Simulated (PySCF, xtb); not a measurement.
C3H10OSi2, SMILES C[C@@H]1O[C@H]([SiH3])[SiH2]1.

GFN2-xTB (xtb) at its own geometry gives an orbital gap of 3.83 eV and a dipole moment of 2.22 D.

Coordinates come from a PBE-D3(BJ)/def2-SVP optimisation. The structure was generated by enumeration; whether it is a known compound was not checked.

Question: What does M06-2X/def2-TZVP in PySCF give? (Estimate from the structure and the level; the computed values follow.)

Answer: gap 8.85 eV (levels -8.46 and 0.39 eV), dipole 1.78 D.
